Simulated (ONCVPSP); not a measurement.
**Building the ONCV potential for carbon (PW91, scalar-relativistic).**

- Element: C
- Generator: ONCVPSP 4.0.1
- Type: optimised norm-conserving Vanderbilt (ONCV)
- Functional: PW91
- Relativity: scalar-relativistic
- Frozen core: [He]
- Valence charge: 4
- Reference configuration: 2s2 2p2
- Partial waves: 2s: rc 1.00 bohr, ncon 4, nbas 7, qcut 5.6 1/bohr, 1 projector; 2p: rc 3.25 bohr, ncon 3, nbas 7, qcut 3.8 1/bohr, 2 projectors, debl 2.8 Ha; d scattering state at 0.06 Ha: rc 3.05 bohr, ncon 3, nbas 7, qcut 3.1 1/bohr, 2 projectors, debl 1.2 Ha
- Local potential: polynomial inside 0.60 bohr (lpopt 5, dvloc0 0 Ha)
- Core correction: polynomial model core, fcfact 0.3

All-electron outer shells of the reference configuration (PW91, scalar-relativistic, ld1.x):

| shell | level (eV) | outermost node (bohr) | outermost maximum (bohr) |
| --- | --- | --- | --- |
| 1s | -273.70 | – | 0.17 |
| 2s | -13.80 | 0.38 | 1.22 |
| 2p | -5.34 | – | 1.20 |

Question: Does the generator finish with these settings?

Answer: Yes, a potential is produced and its reference levels are reproduced.

Question: Estimate the cutoffs (Ha) at which the residual kinetic energy of the hardest occupied pseudo-wave falls to 1 and 0.1 mHa per electron.

Answer: 28 Ha and 92 Ha.

Question: Does the potential have ghost states?

Answer: Ghosts flagged at negative energy: d at -326.8 eV; GHOST(+) flags only above 600 eV. A true bound ghost makes a file unfit for plane-wave use.

Question: Which valence shell sets the plane-wave cutoff?

Answer: 2s: 28 Ha for 1 mHa per electron, against 5 Ha for 2p.

Question: Tests: 2s2 2p1; 2s2 2p0; 2s1 2p0; 2s1 2p3. Which has the largest error in its energy relative to the reference configuration, and how large is it?

Answer: 2s1 2p0, with +4136 meV (all-electron minus pseudo) on +83.42 eV.
